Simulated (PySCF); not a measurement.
Gas-phase reaction: MgCl2 + 4 H ⇌ MgH2 + 2 HCl

Energies from PySCF, thermal terms from the rigid-rotor harmonic-oscillator model, ideal gas at 1 bar. † marks an energy on the PBE0/def2-TZVP geometry and frequencies; other levels use their own. Open shells (unrestricted): H (multiplicity 2); the rest are closed-shell singlets. MgH2: computed as isolated molecules; such fragments, hydroxides, amides, oligomers or adducts are transient or little studied in the gas.

| level | ΔH°(298 K), kJ |
|---|---|
| BLYP/def2-TZVP† | -519 |
| HF/def2-TZVP† | -294 |
| M06-2X/def2-TZVP† | ? |
| PBE/def2-SVP | ? |
| PBE0/def2-QZVP† | ? |
| PBE0/def2-TZVP | -476 |
| r2SCAN/def2-TZVP† | -480 |
| LDA/def2-TZVP† | ? |

Question: Some entries are withheld; supply them.

Answer: 
- M06-2X/def2-TZVP†, ΔH°(298 K), kJ: -479
- PBE/def2-SVP, ΔH°(298 K), kJ: -460
- PBE0/def2-QZVP†, ΔH°(298 K), kJ: -479
- LDA/def2-TZVP†, ΔH°(298 K), kJ: -569
